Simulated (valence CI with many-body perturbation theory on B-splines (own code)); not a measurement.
Energy levels of Os LXIX

Computed by configuration interaction combined with many-body perturbation theory (CI+MBPT): six valence electrons over a frozen Dirac-Fock core [He], radial functions for each j: 9 s, 9 p, 8 d, 6 f, 3 g, 1 h, with the one-electron correlation potential Σ1, the two-electron term Σ2, the three-electron term Σ3, Breit, model QED; selected CI, second order for the rest, scaled by the run's own slope (own B-spline code, finite nucleus).

The last digits are not significant, and no measured levels were compared; by estimate large intervals hold to a few tenths of a per cent, small ones and those within an open d or f shell to about a per cent. Among the levels kept, up to 2100 cm⁻¹ of a level comes from second order outside the variational space, and about a tenth of that is noise between levels of different J, which matters for small intervals.

Levels 46 to 56 of 56, with energies above the lowest level, (2s^2 2p1/2^2 2p3/2^2) J=2. "Leading %" is the weight of the configuration and term that name the level; weights of strongly mixed levels are sums over their largest components and can fall short, and the name can then belong to a minority configuration. In the jj column 3d3/2^4 stands for four electrons in 3d with j = 3/2. Lifetimes count E1, E2, E3, M1 and M2 decay at the calculated energies, and are blank where another channel may lead or the interval is too uncertain; long ones can be off by a factor of two.

```tsv
No.	Configuration	Term	J	E (× 10³ cm⁻¹)	Leading %	Lifetime	g	Second component	Leading jj
46	2s2p⁴3s	¹S	0	90411	65	7.14 fs		35 % 2s2p⁴3s ³P	2s 2p1/2^2 2p3/2^2 3s (100 %)
47	2s²2p³3p	⁵P	3	90934	55	280 fs	1.372	23 % 2s²2p³3p ³F	2s^2 2p1/2 2p3/2^2 3p3/2 (99 %)
48	2s²2p³3p	³P	0	90936	100	250 fs			2s^2 2p1/2 2p3/2^2 3p3/2 (100 %)
49	2s²2p³3p	³P	2	90961	38	145 fs	1.413	29 % 2s²2p³3p ³D	2s^2 2p1/2 2p3/2^2 3p3/2 (98 %)
50	2s²2p³3p	¹P	1	91073	48	128 fs	0.977	27 % 2s²2p³3p ³D	2s^2 2p1/2 2p3/2^2 3p3/2 (99 %)
51	2s²2p³3p	³F	4	91113	100	245 fs	1.219		2s^2 2p1/2 2p3/2^2 3p3/2 (100 %)
52	2s²2p³3p	³D	3	91118	71	269 fs	1.209	26 % 2s²2p³3p ¹F	2s^2 2p1/2 2p3/2^2 3p3/2 (100 %)
53	2s2p⁴3p	³P°	1	91156	48	1.57 fs	1.302	20 % 2s2p⁴3p ¹P°	2s 2p1/2^2 2p3/2^2 3p1/2 (99 %)
54	2s2p⁴3p	³P°	1	91157	34	1.51 fs	1.317	15 % 2s2p⁴3p ³D°	2s 2p1/2^2 2p3/2^2 3p1/2 (99 %)
55	2s2p⁴3p	³P°	0	91163	76	58.3 fs		21 % 2s2p⁴3p ⁵D°	2s 2p1/2^2 2p3/2^2 3p1/2 (100 %)
56	2s2p⁴3p	³D°	2	91173	30	2.34 fs	1.038	26 % 2s2p⁴3p ³F°	2s 2p1/2^2 2p3/2^2 3p1/2 (99 %)
```

Where two levels of one J and parity lie close, their mixing, g and order are uncertain.
